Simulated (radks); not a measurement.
Results of a calculation; reference values are marked as such.
Task: Ionisation ladder of strontium, from Sr XXIII to Sr XXXVIII. Each ion is in the ground configuration listed by NIST, and IE = E(next ion) - E(this ion), with E = 0 for the bare nucleus. Level of theory: scalar-relativistic Kohn-Sham, LDA (Slater exchange, VWN5 correlation), spin-polarised, spherical densities, finite nucleus; open shells are filled with parallel spins first (spin-orbit coupling, left out, can overturn this in heavy ions); Fermi nuclear charge, rms radius 4.224 fm (a radial shooting solver on a logarithmic mesh with Libxc functionals).

species     configuration  IE, Delta-SCF (eV)  -e(HOMO) (eV)     HOMO  <r> HOMO (bohr)
Sr XXIII     [Ne] 3s2 3p4              1039.0         1014.1  3p down            0.422
Sr XXIV      [Ne] 3s2 3p3                   ?         1078.6    3p up            0.417
Sr XXV       [Ne] 3s2 3p2              1158.6         1132.0    3p up            0.413
Sr XXVI      [Ne] 3s2 3p1              1211.7         1185.5    3p up            0.408
Sr XXVII         [Ne] 3s2                   ?         1309.1       3s            0.417
Sr XXVIII        [Ne] 3s1              1389.8         1366.5    3s up            0.413
Sr XXIX              [Ne]                   ?         3290.3       2p            0.147
Sr XXX       [He] 2s2 2p5              3514.5         3440.3  2p down            0.145
Sr XXXI      [He] 2s2 2p4              3662.8         3589.8  2p down            0.144
Sr XXXII     [He] 2s2 2p3              3866.0         3787.2    2p up            0.141
Sr XXXIII    [He] 2s2 2p2              4024.8         3946.1    2p up            0.140
Sr XXXIV     [He] 2s2 2p1                   ?         4104.4    2p up            0.138
Sr XXXV          [He] 2s2              4459.8         4401.6       2s            0.160
Sr XXXVI         [He] 2s1              4611.6         4553.4    2s up            0.159
Sr XXXVII            [He]             19336.8        19102.0       1s           0.0389
Sr XXXVIII            1s1             19994.1        19757.1    1s up           0.0385

Estimate the withheld Delta-SCF values.

Result: Sr XXIV: 1105.1 eV (NIST 1105); Sr XXVII: 1332.5 eV (NIST 1333); Sr XXIX: 3364.5 eV (NIST 3345); Sr XXXIV: 4181.6 eV (NIST 4232).
